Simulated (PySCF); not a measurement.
AlEt2(NCO), C5H10AlNO.
Structure used (PBE0-D3(BJ)/def2-SVP), in Å, numbered top down from 1:
```
atom  x, y, z in Å
Al1    0.0569    0.1421    0.0457
C2     1.9643    0.2012    0.4775
C3     2.6210   -1.1311    0.8410
H4     2.0901    0.9295    1.3021
H5     2.4879    0.6733   -0.3754
H6     3.6860   -1.0145    1.1004
H7     2.1263   -1.6099    1.7009
H8     2.5679   -1.8530    0.0104
C9    -1.0254    1.6304   -0.6207
C10   -2.4501    1.2829   -1.0529
H11   -0.4747    2.1213   -1.4449
H12   -1.0429    2.3967    0.1791
H13   -3.0245    2.1736   -1.3563
H14   -2.4585    0.5868   -1.9067
H15   -3.0148    0.7910   -0.2451
N16   -0.8003   -1.4122    0.3147
C17   -1.3937   -2.4431    0.4748
O18   -1.9718   -3.4483    0.6329
```

A calculation gives these core lines: C 1s: 289.80 (area 2), 290.59 (area 2), 294.41 (area 1) eV; N 1s: 404.76 eV; O 1s: 538.94 eV; Al 1s: 1566.71 eV.

Computed with delta-SCF UKS SCAN, pcX-2 on the ionised atom, pcseg-1 elsewhere, spin-free X2C in PySCF 2.14.0. One conformer (not necessarily the lowest) at the PBE0-D3(BJ)/def2-SVP geometry, without solvent, vibrations or thermal averaging.

Task: Assign the C 1s lines to atoms.

Result: 289.80 eV: C2/C9 (carbon bonded to Al, C and 2 H); 290.59 eV: C3/C10 (carbon bonded to C and 3 H); 294.41 eV: C17 (carbon bonded to N and O). The listed C 1s values span 4.61 eV, from C2/C9 (bonded to C, 2 H and Al) to C17 (bonded to O and N).

Bonded neighbours of each site: Al1: N and 2 C; C2/C9: C, 2 H and Al; C3/C10: C and 3 H; N16: C and Al; C17: O and N; O18: C.

Task: Which effective nuclear charge Zeff reproduces each element's mean 1s value in the hydrogen-like formula E = 13.606 eV × Zeff²?

Result: C (Z = 6): mean 291.0 eV, Zeff = 4.63, Z − Zeff = 1.37; N (Z = 7): mean 404.8 eV, Zeff = 5.45, Z − Zeff = 1.55; O (Z = 8): mean 538.9 eV, Zeff = 6.29, Z − Zeff = 1.71; Al (Z = 13): mean 1566.7 eV, Zeff = 10.73, Z − Zeff = 2.27. Means run over the listed sites, weighted by atom count.

One atom of each set of topologically equivalent atoms was ionised and stands for the set; in this conformer not all members are related by symmetry, and their own values weren't computed.
